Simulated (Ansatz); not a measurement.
Molecule: SiF$_{3}$, charge -1, multiplicity 1. 
Geometry from a B3LYP-D3(BJ)/def2-TZVP (Ansatz, a program for electronic structure) optimisation:
```xyz
4

Si     0.0124    -0.0042     0.5625
F     -1.1596    -0.8767    -0.2728
F     -0.1906     1.4403    -0.2770
F      1.3309    -0.5572    -0.3252
```
Charge -1, spin multiplicity 1.

Parts of the frozen-core correlation energy in STO-3G (Ansatz, hartree). Frozen orbitals: 8; correlated occupied orbitals by spin: 13 and 13; virtual: 3 and 3. No spin-orbit coupling. No relativistic terms.

| term | value |
|---|---|
| reference (HF) | -579.60122 |
| MP2 opposite-spin | -0.05121 |
| MP2 same-spin | -0.00855 |
| CCSD correlation | -0.07352 |
| (T) | -0.00376 |
| FCI minus CCSD(T) | -0.00060 |
| T1 diagnostic | 0.010 |
| largest doubles amplitude | 0.064 |
